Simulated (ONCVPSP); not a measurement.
## Configuration tests for tin (ONCV)

Sn (Z = 50), optimised norm-conserving Vanderbilt (ONCV), made with ONCVPSP 4.0.1 (PBE, scalar-relativistic). Core [Ar] 3d10, reference 4s2 4p6 4d10 5s2 5p2. Waves: 4s+5s: rc 1.55 bohr, ncon 3, nbas 7, qcut 9.1 1/bohr, 3 projectors, debl 3.6 Ha; 4p+5p: rc 1.30 bohr, ncon 3, nbas 7, qcut 16 1/bohr, 2 projectors; 4d: rc 1.30 bohr, ncon 3, nbas 7, qcut 15.1 1/bohr, local. Local part: the d channel. Core correction: Teter function fitted to the true core (icmod 2), fcfact 0.2.

Energies are relative to the spin-unpolarised reference configuration 4s2 4p6 4d10 5s2 5p2; without spin polarisation the order of configurations can differ from experiment.

```
valence configuration  charge  ΔE all-electron (eV)  error AE − PS (meV)
 4s2 4p6 4d10 5s2 5p1      +1                 6.875                 -1.1
 4s2 4p6 4d10 5s2 5p0      +2                20.828                 -3.7
```

Q: What are ΔE and the potential's error for 4s2 4p5 4d10 5s2 5p2?

A: ΔE = 97.522 eV all-electron; the error (AE − PS) is -50 meV.

Q: What are ΔE and the potential's error for 4s2 4p6 4d10 5s1 5p0?

A: ΔE = 51.800 eV all-electron; the error (AE − PS) is -12 meV.

Levels in the configuration 4s2 4p6 4d10 5s2 5p0:

```json
{"level": "4s", "all-electron (eV)": "-151.386", "pseudo (eV)": "-151.379"}
{"level": "4p", "all-electron (eV)": "-107.153", "pseudo (eV)": "-107.148"}
{"level": "4d", "all-electron (eV)": "-43.209", "pseudo (eV)": "-43.209"}
{"level": "5s", "all-electron (eV)": "-26.091", "pseudo (eV)": "-26.090"}
```
